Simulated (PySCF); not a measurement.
Bromine: a sound run and one with changed settings

Sound run: Br+ [Ar] 3d10 4s2 4p4, Br(2+) [Ar] 3d10 4s2 4p3. All numbers are calculated (PySCF 2.14, scalar relativity by spin-free X2C-1e, in x2c-SVPall (5s4p3d, 32 functions)). In the sound run the correlated levels freeze [Ar] 3d10. The sound run starts from symmetry-adapted Hartree-Fock orbitals and uses a fine grid where one is needed.

Changed run: the non-relativistic Hamiltonian (point nucleus). This setting is unsound on purpose.

| species | method | sound run (hartree) | changed run (hartree) | converged |
| --- | --- | --- | --- | --- |
| Br+ | UHF | -2603.56151 | -2557.22937 | yes |
| Br+ | TPSS | -2605.23877 | -2558.91226 | yes |
| Br+ | B3LYP | -2605.35516 | -2559.02787 | yes |
| Br+ | MP2 | -2603.63875 | -2557.30728 | yes |
| Br+ | CCSD(T) | -2603.65586 | -2557.32516 | yes |
| Br(2+) | UHF | -2602.81535 | -2556.47869 | yes |
| Br(2+) | TPSS | -2604.45085 | -2558.11967 | yes |
| Br(2+) | B3LYP | -2604.55991 | -2558.22851 | yes |
| Br(2+) | MP2 | -2602.87680 | -2556.54128 | yes |
| Br(2+) | CCSD(T) | -2602.89277 | -2556.55825 | yes |

Ionisation energy of Br+:

```tsv
method	sound run (eV)	changed run (eV)
UHF	20.304	20.427
TPSS	21.440	21.567
B3LYP	21.640	21.752
MP2	20.734	20.844
SCS-MP2	20.756	20.866
CCSD	20.755	20.860
CCSD(T)	20.765	20.869
```

Most of the change in total energy is the relativistic energy itself. On top of that the contraction fixes the core shape for the Hamiltonian it was made with, so the changed run is not a good calculation with the other Hamiltonian either.

For comparison, NIST gives 21.591 eV between the lowest levels.
